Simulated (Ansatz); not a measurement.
Ideal-gas functions of CH5BOSi, SMILES `B1OC[SiH2]1` at 500 K and 1 bar, from an Ansatz frequency run at PBE0-D4/def2-TZVP.

Molar mass 71.95 g/mol, point group Cs (symmetry number 1), electronic degeneracy 1, moments of inertia 44.33, 84.283, 119.553 u Å². Harmonic wavenumbers (cm⁻¹, unscaled): 191, 436, 504, 543, 605, 727, 746, 804, 835, 910, 951, 1071, 1196, 1198, 1335, 1476, 2208, 2217, 2649, 3079, 3138.

Use S(trans) = R[1.5 ln M + 2.5 ln T − 1.1517]; rotational temperatures θ = 24.2544 K / I; S(rot) = R[ln(√π/σ · √(T³/θAθBθC)) + 1.5]; for each mode x = 1.438777 ν̃/T, S = R[x/(eˣ − 1) − ln(1 − e⁻ˣ)] and H = RT x/(eˣ − 1); 1 cm⁻¹ = 0.0119627 kJ/mol; R = 8.31446 J/(mol·K).

Problem. By hand: the entropy, in J/(mol·K).

Solution. Translation 172.9. Rotation: θ = 0.5471, 0.2878, 0.2029 K, giving 109.1. Vibration, mode by mode: 13.39, 6.95, 5.92, 5.40, 4.68, 3.54, 3.40, 2.98, 2.78, 2.34, 2.13, 1.62, 1.22, 1.21, 0.88, 0.63, 0.11, 0.10, 0.04, 0.01, 0.01, in all 59.3. Electronic 0.0. Sum 341.3 J/(mol·K).

Problem. By hand: H − E and G − E in kJ/mol, counted from the electronic energy.

Solution. Zero-point energy ½ × 26819 × 0.0119627 = 160.4; thermal vibration 18.7; translation, rotation and pV give 4 RT = 16.6. H − E = 195.7 kJ/mol, and G − E = 195.7 − 500 × 341.3/1000 = 25.1 kJ/mol.

Vibration gives 17 % of the entropy.
